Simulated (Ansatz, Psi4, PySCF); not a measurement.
O, charge -1, doublet (in this run its highest filled SCF level lies above zero, so its values depend strongly on the basis, on diffuse functions most of all). Base run: B3LYP/6-31G* in PySCF.

The PySCF input:
```python
from pyscf import gto, scf, dft

mol = gto.M(
    atom='''
O     0.00000000    0.00000000    0.00000000
''',
    basis='6-31g*',
    charge=-1,
    spin=1,
    verbose=4,
)

mf = dft.UKS(mol)
mf.xc = 'b3lyp'
mf.kernel()
```

The same geometry, method and basis name were run in Ansatz (an electronic-structure program) and Psi4 and PySCF, at each program's defaults and at the settings that a row names. The base is PySCF at its defaults. Differences at the defaults can come from grids, fitting, cores and function types together.

```csv
code and settings,ΔE vs base (mEh),basis functions,E (Eh),SCF cycles
"PySCF, defaults (exact integrals, its default grid, spherical functions)",0.000,14,-75.05075,7
"Psi4, defaults (density fitting with its default set, its default grid, Cartesian functions)",-1.982,15,-75.05273,8
"Ansatz, defaults (factorised integrals, its default grid, Cartesian functions)",-1.983,15,-75.05273,-
"PySCF, density fitting with def2-universal-jkfit",-0.009,14,-75.05075,7
"PySCF, fine grid",0.000,14,-75.05075,7
"Psi4, exact integrals, spherical functions, fine grid",0.000,14,-75.05075,11
"Ansatz, high accuracy, Cartesian functions as the basis file defines them",-1.983,15,-75.05273,-
```

Open shells are given as the SCF converged; they aren't shown to be the lowest states, and a large step between rows can be another state.
